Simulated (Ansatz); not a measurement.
Bond stretch in SeH, doublet.

Levels of theory: UKS-PBE = unrestricted PBE/aug-cc-pVDZ (Ansatz, a quantum-chemistry and plane-wave program); UKS-B3LYP = Ansatz with unrestricted B3LYP/aug-cc-pVDZ; FCI = Ansatz with full CI/aug-cc-pVDZ, cores with 3d frozen.

Energies relative to the lowest point of each curve near equilibrium, in kcal/mol; the last columns give the error against full CI:

| R / Å | UKS-PBE | UKS-B3LYP | FCI | UKS-PBE − FCI | UKS-B3LYP − FCI |
|---|---|---|---|---|---|
| 1.18 | 38.9 | 37.5 | 38.0 | 0.8 | -0.5 |
| 1.24 | 22.7 | 21.6 | 21.8 | 0.8 | -0.3 |
| 1.33 | 7.9 | 7.3 | 7.3 | 0.6 | -0.1 |
| 1.37 | 4.2 | 3.7 | 3.7 | 0.5 | 0.0 |
| 1.41 | 1.7 | 1.4 | 1.4 | 0.3 | 0.0 |
| 1.47 | 0.1 | 0.0 | 0.0 | 0.1 | 0.0 |
| 1.50 | 0.0 | 0.0 | 0.0 | 0.0 | 0.0 |
| 1.55 | 0.7 | 0.9 | 1.0 | -0.3 | 0.0 |
| 1.65 | 4.6 | 5.2 | 5.2 | -0.7 | 0.0 |
| 1.71 | 8.0 | 8.8 | 8.8 | -0.8 | 0.0 |
| 1.83 | 16.2 | 17.5 | 17.2 | -1.0 | 0.3 |
| 1.97 | 26.9 | 28.6 | 27.6 | -0.7 | 1.1 |
| 2.21 | 44.9 | 47.2 | 43.7 | 1.2 | 3.5 |
| 2.43 | 58.7 | 60.1 | 55.0 | 3.7 | 5.1 |
| 2.64 | 67.1 | 67.7 | 62.3 | 4.8 | 5.4 |
| 2.94 | 73.2 | 73.4 | 68.2 | 5.0 | 5.1 |
| 3.27 | 76.0 | 76.1 | 71.0 | 5.0 | 5.1 |
| 3.60 | 77.2 | 77.4 | 72.1 | 5.1 | 5.2 |
| 3.94 | 77.8 | 77.9 | 72.6 | 5.2 | 5.3 |
| 4.40 | 78.0 | 78.2 | 72.8 | 5.2 | 5.4 |
| 5.19 | 78.2 | 78.3 | 72.9 | 5.2 | 5.4 |
| 5.90 | 78.2 | 78.3 | — | — | — |

UKS-PBE is furthest from FCI at 5.19 (5.2 kcal/mol, above); its mean absolute error over the points is 2.2 kcal/mol.

UKS-B3LYP is furthest from FCI at 2.64 (5.4 kcal/mol, above); its mean absolute error over the points is 2.3 kcal/mol.

Dashes: no converged value, or the column stops at the first point that the program doubted or that broke a chosen test of continuity, which isn't proof of a fault.

The unrestricted determinant behind UKS-PBE, UKS-B3LYP is spin-contaminated at 2.43 to 5.90 Å (<S²> up to 1.8, against 0.75 for a pure doublet).
